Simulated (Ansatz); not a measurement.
Mulliken charges of CH5NOSi2, SMILES `O[SiH]1C=N[SiH2]1` from ωB97M-V/def2-TZVPP in Ansatz (PBE0-D4/def2-TZVP geometry).

```csv
atom,x (Å),y (Å),z (Å),charge (e)
O1,-1.906,0.052,-1.369,-0.368
Si2,-0.361,-0.262,-0.894,0.336
C3,0.048,-1.230,0.705,-0.109
N4,0.937,-0.561,1.348,-0.274
Si5,1.022,1.012,0.491,0.210
H6,-2.465,0.543,-0.765,0.179
H7,0.262,-0.911,-2.077,-0.012
H8,-0.266,-2.212,1.084,0.099
H9,0.404,2.077,1.327,-0.028
H10,2.407,1.439,0.152,-0.032
```

**Question.** By hand: the dipole of these point charges (1 e Å = 4.8032 D).

**Answer.** Σ q r = (-0.026, 0.178, -0.186) e Å, of length 0.259 e Å = 1.24 D.

**Question.** How does the dipole of the full density compare? (An estimate is asked.)

**Answer.** Ansatz gave: (-0.309, 0.172, -0.083) e Å, 1.74 D; the point charges give 0.71 times that, at 55° from its direction.

Point charges leave out the atoms' own dipoles, such as those of lone pairs, and Mulliken's split depends on the basis, so the two needn't agree.
